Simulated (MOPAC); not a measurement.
MOPAC input (AM1):

```
AM1 PRECISE GNORM=0.05 LET XYZ CHARGE=-1 GEO-OK AUX(PRECISION=9) THREADS=1
CH5O3Si

C     1.39029200 1    0.60540400 1   -0.99050000 1
Si   -0.07665300 1   -0.11884400 1   -0.03444400 1
O    -0.77155700 1   -1.40943000 1   -0.56885300 1
O    -1.12664400 1    1.21745900 1    0.07024400 1
O     0.57383300 1   -0.30194300 1    1.52840200 1
H     1.09233000 1    0.87291300 1   -2.00795000 1
H     1.77634400 1    1.50591000 1   -0.50237900 1
H     2.20490100 1   -0.12118700 1   -1.05392100 1
H    -2.01083200 1    0.87865100 1   -0.09959600 1
H     0.26359000 1   -1.15358000 1    1.85072000 1
```

From the output:

```
                                                       MOPAC v23.2.5 Linux

          FINAL HEAT OF FORMATION =       -234.10066 KCAL/MOL =    -979.47717 KJ/MOL

          COSMO AREA              =        117.31 SQUARE ANGSTROMS
          COSMO VOLUME            =        105.41 CUBIC ANGSTROMS

          GRADIENT NORM           =          0.03756          =       0.01188 PER ATOM
          IONIZATION POTENTIAL    =          4.520208 EV
          HOMO LUMO ENERGIES (EV) =         -4.520  7.247
          NO. OF FILLED LEVELS    =         16
          MOLECULAR WEIGHT        =         93.1342         POINT GROUP:  Cs

          MOLECULAR DIMENSIONS (Angstroms)

            Atom       Atom       Distance
            H     9    H     8     4.58918
            H    10    H     6     4.28919
            O     3    H     7     3.34099

          SCF CALCULATIONS        =         36

   ATOM   CHEMICAL          X               Y               Z
  NUMBER   SYMBOL      (ANGSTROMS)     (ANGSTROMS)     (ANGSTROMS)

     1       C          1.40817744  *   0.61690713  *  -0.99940452  *
     2      Si         -0.00976437  *  -0.12462623  *  -0.11857192  *
     3       O         -0.81127738  *  -1.46600401  *  -0.58113794  *
     4       O         -1.16889054  *   1.23679082  *   0.06242677  *
     5       O          0.58347766  *  -0.32923443  *   1.56551584  *
     6       H          1.12767659  *   0.91266927  *  -2.03494803  *
     7       H          1.76787539  *   1.52738990  *  -0.47001707  *
     8       H          2.25858421  *  -0.09791892  *  -1.06528178  *
     9       H         -2.04842227  *   0.90161602  *   0.16401558  *
    10       H          0.09393541  *  -1.01311993  *   2.00015779  *

                             CARTESIAN COORDINATES

   1    C        1.408177437     0.616907131    -0.999404515
   2   Si       -0.009764373    -0.124626229    -0.118571922
   3    O       -0.811277381    -1.466004008    -0.581137944
   4    O       -1.168890539     1.236790821     0.062426767
   5    O        0.583477662    -0.329234434     1.565515838
   6    H        1.127676594     0.912669272    -2.034948028
   7    H        1.767875387     1.527389900    -0.470017068
   8    H        2.258584214    -0.097918923    -1.065281782
   9    H       -2.048422269     0.901616020     0.164015576
  10    H        0.093935413    -1.013119932     2.000157790

           Empirical Formula: C H5 O3 Si  =    10 atoms

      MOLECULAR POINT GROUP   :   Cs

                  EIGENVALUES
 -29.89779 -29.74808 -26.25437 -24.17959 -12.45740 -11.60762  -9.63664  -9.32744
  -9.22885  -8.15798  -7.98486  -6.56407  -6.54043  -5.76994  -4.65040  -4.52021
   7.24748   7.44622   7.63305   8.84265   8.87226   9.38062   9.60112  11.14465
  11.42509

              NET ATOMIC CHARGES AND DIPOLE CONTRIBUTIONS

  ATOM NO.   TYPE          CHARGE      No. of ELECS.   s-Pop       p-Pop
    1          C          -0.601551        4.6016     1.28354     3.31801
    2         Si           1.407419        2.5926     0.78037     1.81221
    3          O          -0.937972        6.9380     1.93422     5.00375
    4          O          -0.699190        6.6992     1.86851     4.83068
    5          O          -0.699225        6.6992     1.86852     4.83071
    6          H           0.055900        0.9441     0.94410
    7          H           0.065116        0.9349     0.93488
    8          H           0.055897        0.9441     0.94410
    9          H           0.176801        0.8232     0.82320
   10          H           0.176805        0.8232     0.82319
 DIPOLE           X         Y         Z       TOTAL
 POINT-CHG.     1.161     1.390     0.095     1.814
 HYBRID         0.114     0.122    -0.005     0.166
 SUM            1.274     1.512     0.090     1.979

          ATOMIC ORBITAL ELECTRON POPULATIONS

     Atom    s        px        py        pz
    1  C   1.28354   1.18538   1.06087   1.07176
    2 Si   0.78037   0.61532   0.59627   0.60061
    3  O   1.93422   1.68914   1.50775   1.80686
    4  O   1.86851   1.24845   1.64112   1.94110
    5  O   1.86852   1.70069   1.57811   1.55190
    6  H   0.94410
    7  H   0.93488
    8  H   0.94410
    9  H   0.82320
   10  H   0.82319

 **********************
 *                    *
 * JOB ENDED NORMALLY *
 *                    *
 **********************

 == MOPAC DONE ==
```

The dipole moment of an ion depends on the origin.

The geometry given is a B3LYP-D3(BJ)/def2-TZVP minimum.
